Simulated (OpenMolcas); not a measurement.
# Tb2+: effect of the basis set

| Quantity | Value |
| --- | --- |
| Program | OpenMolcas |
| Method | CASSCF |
| Active space | 9 electrons in 7 orbitals (4f) |
| State averaging | 2S+1 = 6 odd, 21 roots; 2S+1 = 4 odd, 224 roots (128 in the spin-orbit step); 2S+1 = 2 odd, 249 roots kept (CI in the orbitals of an earlier block, 143 in the spin-orbit step) |
| Spin-orbit coupling | state interaction with AMFI integrals over the reference wave functions, term energies averaged over their components |

A. ANO-R1 [7s5p3d2f], X2C, finite nucleus; cost of the order of 4 core-minutes
B. ANO-RCC-VDZP [7s6p4d2f1g], DKH2, point nucleus; cost about 4 core-minutes
C. ANO-R2 [8s6p4d3f1g], X2C, finite nucleus; cost of the order of 2.6 core-minutes
D. ANO-RCC-VTZP [8s7p5d3f2g1h], DKH2, point nucleus; cost of the order of 3 core-minutes
E. ANO-RCC-VQZP [9s8p6d4f3g2h], DKH2, point nucleus; cost of the order of 7 core-minutes
F. ANO-R3 [9s8p5d5f3g2h], X2C, finite nucleus; cost of the order of 8 core-minutes

Energies in cm-1 above 4f9 6H* 15/2, the measured ground level; measured values from Martin, Zalubas and Hagan, Atomic Energy Levels: The Rare-Earth Elements, NSRDS-NBS 60 (1978).

```csv
Level,A,B,C,D,E,F,Measured
4f9 6H* 15/2,0.0,0.0,0.0,0.0,0.0,0.0,0.0
4f9 6H* 13/2,2881,2888,2909,2908,2906,2908,2805
4f9 6H* 11/2,4990,5003,5034,5031,5029,5032,4735
4f9 6H* 9/2,6629,6645,6683,6680,6677,6681,6258
4f9 6H* 7/2,7911,7930,7974,7970,7967,7971,7422
4f9 6F* 11/2,8818,8834,8816,8816,8816,8816,6470
4f9 6H* 5/2,8880,8902,8949,8945,8942,8946,8286
4f9 6F* 9/2,10077,10096,10075,10076,10075,10076,7622
4f9 6F* 7/2,11649,11672,11664,11664,11662,11664,
4f9 6F* 5/2,12845,12871,12871,12870,12868,12870,10220
4f9 6F* 3/2,13591,13618,13618,13618,13616,13618,
4f9 6F* 1/2,14038,14066,14068,14068,14065,14068,
4f9 4F* 9/2(1) [71 %],22254,22296,22176,22185,22187,22183,
4f9 4I* 15/2(1) [62 %],22969,23011,22864,22874,22877,22872,
4f9 4G* 11/2(1),24646,24693,24566,24574,24577,24573,
4f9 4M* 21/2,24906,24953,24839,24847,24849,24846,
4f9 4I* 13/2(1),25934,25983,25874,25882,25883,25881,
4f9 4M* 19/2,26266,26315,26198,26207,26209,26206,
4f9 4F* 7/2(1) [67 %],26422,26473,26375,26382,26383,26382,
4f9 4M* 15/2 [61 %],28043,28096,27983,27991,27993,27991,
4f9 4I* 11/2(1),28053,28107,28017,28024,28025,28024,
4f9 4I* 9/2(1),29342,29399,29310,29317,29318,29318,
4f9 4F* 5/2(1) [59 %],29834,29892,29802,29808,29809,29809,
4f9 4G* 9/2(1) [70 %],30241,30300,30217,30223,30224,30224,
```

Deviations, from unrounded energies. A percentage is the sum of absolute deviations over the sum of measured energies, with the sign that they share, or ± where signs differ.

```json
{"Against measurement": "mean absolute deviation (cm-1)", "Levels": "8", "A": "1200", "B": "1200", "C": "1200", "D": "1200", "E": "1200", "F": "1200"}
{"Against measurement": "fine structure of the ground term (%)", "Levels": "5", "A": "+6.0", "B": "+6.3", "C": "+6.9", "D": "+6.9", "E": "+6.8", "F": "+6.9"}
{"Against measurement": "other terms of the ground configuration (%)", "Levels": "3", "A": "+30.6", "B": "+30.8", "C": "+30.6", "D": "+30.6", "E": "+30.6", "F": "+30.6"}
```

A, B, C, D, E, F lie about equally close to measurement. The largest miss of A in the table is 4f9 6F* 5/2, by +2600 cm-1. The ranking rests on the paired levels alone, and a cruder setting can come out closer through cancelling errors.

Among A to F the level of the table that moves most is 4f9 4I* 15/2(1) [62 %], by 150 cm-1 (lowest in C, highest in B).

High states are left out of the spin-orbit mixing, which shifts the levels that they would mix with. Without dynamic correlation excited terms often stand tens of per cent too high (terms of higher spin than the ground term too low), and those without a measured partner can miss by more than the paired ones. Measured partners are found by configuration, term and J. A level has none where our copy of the source lacks it or the pairing is in doubt (some pairs that miss far off the trend of their configuration count as doubtful), and it then counts in no deviation. Only configurations of the active space appear. Levels that lie high or do not pair safely by name in every column are left out.

A share in square brackets marks a mixed level and gives the weight of the term that names it, the lowest over the columns. A number in round brackets counts repeated terms of one configuration in the order of the reference energies. * marks odd parity.
